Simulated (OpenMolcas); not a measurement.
# Computed transition rates of Cu III

```yaml
Program: OpenMolcas
Method: "MS-CASPT2, IPEA 0.25 Eh, imaginary shift 0.1 Eh (closed shells correlated: 3s 3p)"
Basis: ANO-RCC-VTZP [6s5p3d2f1g]
Scalar_Hamiltonian: DKH2, point nucleus
Active_space: 9 electrons in 6 orbitals (3d 4s)
State_averaging: 2S+1 = 4 even, 10 roots; 2S+1 = 2 even, 29 roots
Spin-orbit_coupling: state interaction with AMFI integrals over the reference wave functions, term energies averaged over their components
```

Rates come from the transition moments of the reference wave functions (E1 and E2 in the length form). At fixed line strength A goes as λ^-3 for E1 and M1 and as λ^-5 for E2, so a rate at the computed wavelength can be rescaled to the measured one. Measured vacuum wavelengths follow from level energies in Sugar and Musgrove, J. Phys. Chem. Ref. Data 19, 527 (1990). Branching counts decays inside the model space alone, at computed energies, and the table is only a selection of the E2 and M1 lines, drawn from those between levels with measured partners whose computed energy lies within a factor of 1.5 of the measured one.

| Upper | Lower | Type | λ computed (nm) | λ measured (nm) | A computed (s-1) | A rescaled (s-1) | Branching % |
| --- | --- | --- | --- | --- | --- | --- | --- |
| 3d⁸ 4s ⁴F_3/2 | 3d⁸ 4s ⁴F_5/2 | M1 | 13220 | 13550 | 2.72e-02 | 2.53e-02 | 4.8 |
| 3d⁸ 4s ⁴F_5/2 | 3d⁸ 4s ⁴F_7/2 | M1 | 8973 | 9228 | 7.54e-02 | 6.93e-02 | 2.0 |
| 3d⁹ ²D_3/2 | 3d⁹ ²D_5/2 | M1 | 4576 | 4827 | 1.70e-01 | 1.45e-01 | 100.0 |
| 3d⁸ 4s ⁴F_7/2 | 3d⁹ ²D_3/2 | E2 | 157.2 | 166.7 | 6.72e-01 |  | 6.1 |
| 3d⁸ 4s ⁴F_9/2 | 3d⁹ ²D_5/2 | E2 | 154.6 | 164.5 | 4.54e-02 |  | 100.0 |
| 3d⁸ 4s ⁴F_5/2 | 3d⁹ ²D_3/2 | E2 | 154.5 | 163.7 | 3.34e+00 |  | 89.3 |
| 3d⁸ 4s ⁴F_3/2 | 3d⁹ ²D_3/2 | E2 | 152.7 | 161.8 | 3.00e-01 |  | 53.3 |
| 3d⁸ 4s ⁴F_7/2 | 3d⁹ ²D_5/2 | E2 | 152 | 161.1 | 1.03e+01 |  | 93.5 |
| 3d⁸ 4s ²F_7/2 | 3d⁹ ²D_3/2 | E2 | 150.4 | 154 | 1.21e+01 | 1.08e+01 | 7.8 |
| 3d⁸ 4s ⁴F_5/2 | 3d⁹ ²D_5/2 | E2 | 149.4 | 158.4 | 3.26e-01 |  | 8.7 |
| 3d⁸ 4s ⁴F_3/2 | 3d⁹ ²D_5/2 | E2 | 147.8 | 156.5 | 2.36e-01 |  | 41.9 |
| 3d⁸ 4s ²F_7/2 | 3d⁹ ²D_5/2 | E2 | 145.7 | 149.2 | 1.42e+02 | 1.26e+02 | 92.1 |

Spin-changing lines and M1 lines between different terms are not rescaled, since their strength hangs on the term gaps too.

The largest correction is for 3d⁹ ²D_3/2 → 3d⁹ ²D_5/2 (M1): 1.70e-01 × (4576 / 4827)^3 = 1.45e-01 s-1, a factor of 0.85.

These are rates of the free ion; in crystals, glasses and complexes forced electric-dipole and non-radiative decay shorten such lifetimes by orders of magnitude. No measured rate stands beside these. Rescaling mends the energy factor alone: line strengths can still be far off where a level mixes with configurations outside the active space, and weak or spin-changing lines hang on small mixing coefficients that depend on the term gaps too, so rescaling need not improve them.

Term energies are means over components that CASPT2 splits; among the terms shown or strongly mixed into the levels shown the widest spread is 710 cm-1 (3d⁸ 4s ²F). Some levels mix across a computed gap that differs much from the measured one, so their mixing is not that of the real levels. A single d shell beside an s shell can misplace configurations of different d count against each other. Measured partners are found by configuration, term and J. A level has none where our copy of the source lacks it or the pairing is in doubt (some pairs that miss far off the trend of their configuration count as doubtful). Levels of configurations outside the active space are missing.
